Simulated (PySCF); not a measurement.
Spinor energies of Ho⁶⁰⁺ (holmium, charge +60)

Start: [He] 2s2 2p3; 2p1/2 filled at m_j = -1/2, +1/2; 2p3/2 filled at m_j = +3/2. Calculated with PySCF 2.14 in an even-tempered Gaussian basis (17 s from 42 bohr⁻², ratio 2.4; 13 p from 55 bohr⁻², ratio 2.4; 5 d from 180 bohr⁻², ratio 2.6; 4 f from 280 bohr⁻², ratio 2.6): generalised Hartree-Fock with the X2C-1e Hamiltonian and a Gaussian nucleus; one run each with spin-orbit coupling (SO) switched off, then screened by Boettger's factors.

| spinor shell | electrons | ε, spin-free (eV) | ε, screened SO (eV) | weight of nominal j (screened SO) | rms radius, screened SO (bohr) |
| --- | --- | --- | --- | --- | --- |
| 1s1/2 | 2 | -61813.0 | -61774.0 | 1.000 | 0.0235 |
| 2s1/2 | 2 | -14631.0 | -14619.2 | 1.000 | 0.0921 |
| 2p1/2 | 2 | -13746.9 | -14343.1 | 1.000 | 0.0780 |
| 2p3/2 | 1 | -13746.9 | -13430.4 | 1.000 | 0.0840 |

```
   quantity    spin-free  screened SO
E (hartree)  -7442.14734  -7477.62479
        M_J          3/2          3/2
       ⟨J²⟩        3.750        3.750
       ⟨L²⟩        0.000        2.575
       ⟨S²⟩        3.750        1.472
```

Each row is a mean over spinors that exchange with the open shell spreads, by up to 60.931 eV (2s1/2).

Breit and QED terms are absent; they matter most for the inner s and p1/2 levels.

Densities and radii are taken from the X2C orbitals without a picture-change correction, which distorts them close to the nucleus.

Without spin-orbit coupling the j labels of p, d and f shells carry no meaning; the spin-free column gives the mean over the occupied spinors of each nl shell.
